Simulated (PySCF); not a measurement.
# MRh for M along the chalcogens

PBE0 with triple-zeta basis sets in PySCF, for the lowest determinant that a PBE0 search found; no spin–orbit coupling. De refers to high-spin ground-configuration atoms. A positive dipole means M(−)Rh(+).

| M | basis | state (unpaired electrons) | Re (Å) | ωe (cm⁻¹) | De (eV) | μ (D) |
| --- | --- | --- | --- | --- | --- | --- |
| O | x2c-TZVPPall | quartet (σ ↑, π ↑↑) | 1.689 | 868 | 4.05 | 3.79 |
| S | def2-TZVPP | quartet (σ ↑, π ↑↑) | 2.044 | 511 | 3.55 | 3.46 |
| Se | x2c-TZVPPall | quartet (σ ↑, π ↑↑) | 2.182 | 348 | 3.12 | 3.14 |

The shortest bond is that of RhO (1.689 Å), the longest that of RhSe (2.182 Å). RhO is bound most strongly (4.05 eV) and RhSe least (3.12 eV).

The rows differ in basis set, which adds steps of its own.

Down a group the atoms grow and get heavier, so bonds lengthen and wavenumbers fall; this series shows no clear exception.

The metal atom is held in its measured ground configuration; semilocal functionals can put another filling of s and d lower by some tenths of an eV, and De to that atom would be smaller. These are scalar-relativistic numbers at best; spin–orbit coupling would shift them, the dissociation energy most. With d or f electrons several states lie close, and the lowest PBE0 determinant need not be the measured ground state.
